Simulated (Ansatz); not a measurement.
Geometry optimisation, RHF/def2-SVP (Ansatz).

The input (input.yaml):

```yaml
crystal:
  periodic: [false, false, false]
  atoms:
    - { symbol: W, position_ang: [-0.012998, -0.536355, 0.024886] }
    - { symbol: O, position_ang: [-0.233237, -0.305759, 1.892249] }
    - { symbol: H, position_ang: [-0.63655, -0.51468, 2.715289] }
    - { symbol: H, position_ang: [1.539937, -0.001838, -0.328137] }
    - { symbol: H, position_ang: [-0.422274, 1.727951, -0.366128] }
    - { symbol: H, position_ang: [-1.133041, 1.493231, -0.242806] }
    - { symbol: H, position_ang: [0.459296, -2.157229, 0.126923] }
    - { symbol: F, position_ang: [-0.680074, -0.686827, -1.693829] }
    - { symbol: H, position_ang: [1.441101, 1.669535, 1.305353] }
    - { symbol: H, position_ang: [1.10694, 1.466771, 1.8953] }
basis:
  gaussian: { orbitals: def2-SVP }
hamiltonian:
  xc: hf
relax:
  f_tol: 0.03
  max_steps: 50
```

Run as:

```bash
$ ansatz run input.yaml --threads 1 --pin off --max-ram 2048MiB --backend cpu --events-out ev --progress --plain --runs-dir out
```

Problem. Where does it end, and by what steps?

Solution. The run converged. The force dipped under the threshold on the way, but the program's further checks kept it going. After 24 steps the energy has fallen by 0.434 eV; H9 moved furthest, 1.65 Å.

```json
{"step": "0", "energy less start (eV)": "0.0000", "largest force component (eV/Å)": "1.452", "accepted": "yes"}
{"step": "1", "energy less start (eV)": "-0.2087", "largest force component (eV/Å)": "0.290", "accepted": "yes"}
{"step": "2", "energy less start (eV)": "-0.3049", "largest force component (eV/Å)": "0.222", "accepted": "yes"}
{"step": "3", "energy less start (eV)": "-0.3628", "largest force component (eV/Å)": "0.234", "accepted": "yes"}
{"step": "4", "energy less start (eV)": "-0.3956", "largest force component (eV/Å)": "0.396", "accepted": "yes"}
{"step": "5", "energy less start (eV)": "-0.4142", "largest force component (eV/Å)": "0.294", "accepted": "yes"}
{"step": "6", "energy less start (eV)": "-0.4229", "largest force component (eV/Å)": "0.121", "accepted": "yes"}
{"step": "7", "energy less start (eV)": "-0.4205", "largest force component (eV/Å)": "0.686", "accepted": "no"}
{"step": "8", "energy less start (eV)": "-0.4167", "largest force component (eV/Å)": "0.708", "accepted": "no"}
{"step": "9", "energy less start (eV)": "-0.4242", "largest force component (eV/Å)": "0.089", "accepted": "yes"}
{"step": "10", "energy less start (eV)": "-0.4268", "largest force component (eV/Å)": "0.068", "accepted": "yes"}
{"step": "11", "energy less start (eV)": "-0.4274", "largest force component (eV/Å)": "0.276", "accepted": "yes"}
{"step": "12", "energy less start (eV)": "-0.4290", "largest force component (eV/Å)": "0.078", "accepted": "yes"}
{"step": "13", "energy less start (eV)": "-0.4300", "largest force component (eV/Å)": "0.018", "accepted": "yes"}
{"step": "14", "energy less start (eV)": "-0.4304", "largest force component (eV/Å)": "0.231", "accepted": "yes"}
{"step": "15", "energy less start (eV)": "-0.4313", "largest force component (eV/Å)": "0.117", "accepted": "yes"}
{"step": "16", "energy less start (eV)": "-0.4323", "largest force component (eV/Å)": "0.119", "accepted": "yes"}
{"step": "17", "energy less start (eV)": "-0.4212", "largest force component (eV/Å)": "0.966", "accepted": "no"}
{"step": "18", "energy less start (eV)": "-0.4327", "largest force component (eV/Å)": "0.038", "accepted": "yes"}
{"step": "19", "energy less start (eV)": "-0.4325", "largest force component (eV/Å)": "0.138", "accepted": "no"}
{"step": "20", "energy less start (eV)": "-0.4332", "largest force component (eV/Å)": "0.020", "accepted": "yes"}
{"step": "21", "energy less start (eV)": "-0.4329", "largest force component (eV/Å)": "0.231", "accepted": "no"}
{"step": "22", "energy less start (eV)": "-0.4334", "largest force component (eV/Å)": "0.013", "accepted": "yes"}
{"step": "23", "energy less start (eV)": "-0.4335", "largest force component (eV/Å)": "0.050", "accepted": "yes"}
{"step": "24", "energy less start (eV)": "-0.4338", "largest force component (eV/Å)": "0.009", "accepted": "yes"}
```

```xyz
10
Properties=species:S:1:pos:R:3
W -0.243 -0.849 -0.158
O -0.400 -0.594 1.652
H -0.638 -0.472 2.553
H 1.338 -0.321 -0.390
H -0.509 1.449 -0.425
H -1.238 1.256 -0.347
H 0.163 -2.490 -0.106
F -0.861 -0.892 -1.909
H 1.882 2.894 2.325
H 1.935 2.173 2.135
```

Whether the end is a true minimum wasn't checked by a vibrational analysis.

Run time: 46 s on 1 thread of Arm Neoverse V2 (shared host), peak memory 0.17 GiB.
